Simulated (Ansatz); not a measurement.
A nudged elastic band was laid between two geometries of CH5FGe + H2O (11 atoms, charge 0, multiplicity 1).

Computed with Ansatz 0.2.0, RKS PBE/def2-SVP.

```yaml
movable_images: 7
climbing_image: yes
spring: 5.0 eV/Å²
optimiser: quadratic models (default)
start_path: through a guess of the saddle point
force_threshold: 0.05 eV/Å
iteration_limit: 60
end_points: relaxed
```

Image 0:

```xyz
11
Properties=species:S:1:pos:R:3
Ge -1.131 -0.216 0.156
F -0.407 -1.662 -0.620
H -2.369 -0.794 0.897
H -1.567 0.708 -1.011
C 0.217 0.547 1.334
H 1.103 -0.865 -1.378
O 1.573 -0.028 -1.588
H -0.164 1.480 1.794
H 0.480 -0.171 2.135
H 1.106 0.767 0.712
H 1.158 0.233 -2.431
```

Image 8:

```xyz
11
Properties=species:S:1:pos:R:3
Ge -0.804 0.446 -0.323
F 1.060 -2.145 -0.058
H -1.948 -0.603 -0.254
H -1.340 1.792 -0.890
C 0.225 0.605 1.320
H 0.978 -1.454 -0.731
O 0.465 -0.159 -1.523
H -0.440 0.730 2.196
H 0.795 -0.341 1.409
H 0.922 1.463 1.260
H 0.086 -0.334 -2.405
```

(1) Which bonds break or form, and what moves?

(2) Give the energies along the band, and the barrier.

(3) What is the geometry of the highest image?

(4) What are the harmonic wavenumbers there?

Results:

(1) Bonds broken: Ge1–F2, H6–O7. Bonds formed: Ge1–O7, F2–H6. CH5FGe + H2O becomes CH6GeO + FH.

(2) The run converged. The highest image is number 4 of 0 to 8, 19.6 kcal/mol above the first end and 15.3 kcal/mol above the last; the last end lies 4.4 kcal/mol above the first. A vibrational analysis at the climbing image gives one clearly imaginary mode, 343i cm⁻¹: a first-order saddle point. The orbitals stay closed-shell, which can raise the energy where a bond breaks towards radicals; this wasn't checked here.

```csv
image,path coordinate (Å),energy (kcal/mol),Ge1–F2 (Å),H6–O7 (Å),Ge1–O7 (Å)
0,0.00,0.0,1.79,0.98,3.22
1,0.68,0.6,1.79,0.98,3.12
2,1.37,3.2,1.80,0.98,2.97
3,2.05,12.3,1.86,1.00,2.51
4,2.75,19.6,2.09,1.11,2.08
5,3.25,11.8,2.45,1.39,1.92
6,3.74,5.8,2.89,1.56,1.86
7,4.24,4.7,3.09,1.60,1.85
8,4.74,4.4,3.20,1.60,1.85
```

(3) 
```xyz
11
Properties=species:S:1:pos:R:3:forces:R:3
Ge -0.667 0.033 -0.174 0.00 -0.01 0.01
F 0.387 -1.773 -0.170 0.00 0.01 -0.01
H -1.932 -0.870 -0.113 0.00 -0.01 0.00
H -1.174 1.335 -0.914 0.01 0.00 -0.01
C 0.220 0.600 1.466 0.00 0.00 -0.01
H 0.850 -1.125 -1.182 0.00 -0.01 0.01
O 0.768 -0.135 -1.669 -0.01 0.01 0.00
H -0.446 1.275 2.040 0.00 0.00 0.00
H 0.494 -0.282 2.073 0.00 0.01 0.00
H 1.138 1.159 1.198 0.00 -0.01 0.00
H 0.363 -0.217 -2.554 -0.01 0.00 0.00
```

(4) 343i, 76, 102, 185, 348, 430, 477, 590, 608, 645, 666, 745, 803, 851, 938, 1163, 1198, 1371, 1381, 1389, 1952, 2019, 2057, 2989, 3092, 3122, 3716 cm⁻¹.

Run time: 84 s on 2 threads of Intel(R) Xeon(R) Platinum 8488C (Sapphire Rapids), with other jobs on the host, peak memory 0.17 GiB.
